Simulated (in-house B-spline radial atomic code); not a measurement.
Configurations of Fe4+, with energies counted from [Ar] 3d4. All numbers are computed (scalar-relativistic (X2C) r2SCAN0, spin-polarised, spherical fractional occupations; Fermi nucleus of rms radius 3.7377 fm) with a radial B-spline atomic code at the basis-set limit, not measured. Shells without spins written out take the highest spin.

Caution: exact exchange at fractional occupations of open shells leaves self-interaction of up to several eV.

Occupations are held fixed; configurations that lie above the ionisation limit could autoionise.

| configuration | E - E(ref) (eV) | highest orbital | its <r> (bohr) |
| --- | --- | --- | --- |
| [Ar] 3d(1 up, 3 down) | 8.6203 | 3d up | 0.9417 |
| [Ar] 3d3 4d1 | 47.993 | 4d up | 2.809 |
| [Ar] 3d3 4f1 | 57.008 | 4f up | 3.488 |
| [Ne] 3s2 3p5 3d4 4s1 | 75.697 | 4s up | 2.003 |
| [Ne] 3s2 3p5 3d4 4p1 | 85.55 | 4p up | 2.243 |
| [Ne] 3s2 3p5 3d4 4d1 | 98.223 | 4d up | 2.79 |

Order these further configurations by energy, lowest first.
A. [Ar] 3d(3 up, 0 down) 4p(1 up, 0 down)
B. [Ar] 3d(0 up, 3 down) 4s(1 up, 0 down)
C. [Ne] 3s2 3p(2 up, 3 down) 3d(2 up, 2 down) 4s(1 up, 0 down)
D. [Ne] 3s2 3p5 3d4 4f1
E. [Ne] 3s2 3p(2 up, 3 down) 3d(5 up, 0 down)

B (26.8 eV), A (35.404 eV), E (57.608 eV), C (93.193 eV), D (107.36 eV).

How far above the reference does [Ar] 3d3 4s1 lie?

25.624 eV; its least bound orbital is 4s up with <r> = 2.015 bohr.

How far above the reference does [Ne] 3s2 3p5 3d5 lie?

47.41 eV; its least bound orbital is 3d up with <r> = 0.8993 bohr.
